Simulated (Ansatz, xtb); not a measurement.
## Relaxing a trial structure of CHAlFSi

The starting geometry of this gas-phase doublet was built from a drawn formula by distance geometry and a force field; its bonds are those of `[F][Al]1[C]=[SiH]1`.

```xyz
5

C     1.0502   -1.8392    0.1312
Al   -0.4168   -2.3384    1.4113
F    -1.6342   -3.4691    2.0571
Si    0.6715   -0.6253    1.3687
H     0.9066    0.6907    1.9472
```

Where would you expect an optimisation with r2SCAN-D4/def2-SVP to take it?

It keeps its bonds, and is `[F][Al]1[C]=[SiH]1`. Distances that change by over a tenth: Al2–Si4 (2.03 → 2.34 Å).

The energy falls by 1.10 eV over 8 steps:

| step | E − E(last) (eV) |
| --- | --- |
| 1 | 1.097 |
| 2 | 0.252 |
| 3 | 0.055 |
| 4 | 0.009 |
| 5 | 0.001 |
| 6 | 0.000 |
| 7 | 0.000 |
| 8 | 0.000 |

Final geometry (Å):

```xyz
5

C     0.8595   -1.7675    0.3892
Al   -0.5029   -2.5383    1.3988
F    -1.6065   -3.6747    1.8795
Si    0.5831   -0.4751    1.5478
H     1.2440    0.8743    1.7002
```

From the same start GFN2-xTB ends elsewhere, differing in Al2–Si4 (3.15 against 2.34 Å here).

No frequencies were run, so the end isn't proven a minimum. Open shells are spin-unrestricted. Run with Ansatz 0.2.0, 46 s on 1 thread of Intel(R) Xeon(R) Platinum 8375C CPU @ 2.90GHz (Ice Lake), on a shared host.
